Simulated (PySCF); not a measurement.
C₇H₈BN.
Bonds: B1–N2, N2–C3 (aromatic), C3–C4 (aromatic), C4–C5 (aromatic), C5–C6 (aromatic), C6–C7, C7–C8 (triple), C6–C9 (aromatic), N2–C9 (aromatic). Hydrogens: H10, H11, H12 on B1; H13 on C3; H14 on C4; H15 on C5; H16 on C8; H17 on C9.

Level of theory: PySCF 2.14.0, B3LYP/def2-SV(P) geometry optimisation, gas phase.

Problem. Give the optimised bond lengths and angles.

Solution. 
```tsv
bond	length (Å)	order
B1–N2	1.619	single
N2–C3	1.347	aromatic
C3–C4	1.392	aromatic
C4–C5	1.393	aromatic
C5–C6	1.408	aromatic
C6–C7	1.430	single
C7≡C8	1.213	triple
C6–C9	1.405	aromatic
N2–C9	1.341	aromatic
B1–H10, B1–H11, B1–H12	1.230	single
C3–H13	1.092	single
C4–H14	1.093	single
C5–H15	1.093	single
C8–H16	1.075	single
C9–H17	1.091	single
```

Bonds in one row agree within 0.01 Å and their mean is given. Orders are formal, as drawn. A selection of angles:
```tsv
angle	degrees
B1–N2–C3	120.2
B1–N2–C9	120.3
C3–N2–C9	119.4
N2–C3–C4	121.9
C3–C4–C5	119.3
C4–C5–C6	119.0
C5–C6–C7	121.9
C5–C6–C9	117.9
C7–C6–C9	120.2
C6–C7–C8	179.8
N2–C9–C6	122.5
```

The 6-membered ring N2–C3–C4–C5–C6–C9 has internal angles of 117.9° to 122.5° (sum 720°, against 720° for a flat polygon); it is planar, 0.00 Å rms from its mean plane, widest ring torsion 1°. The 6 C–C bonds span 1.213 Å (C7≡C8, drawn triple) to 1.430 Å (C6–C7, drawn single), a spread of 0.217 Å. N2 (nitrogen bonded to B and 2 C) is planar (angles 120.3°, 120.2° and 119.4°, sum 360.0°, 0.02 Å off the plane of its three neighbours). The 9 heavy atoms lie in one plane (0.015 Å rms). Of the pairs four or more bonds apart, H10···H13 is among the closest relative to their van der Waals radii: 2.35 Å, 98 % of the sum of Bondi's values. B1 (four-coordinate boron) is distorted tetrahedral (angles from 105.0° to 114.0°).

Stationary, but not proved a minimum.
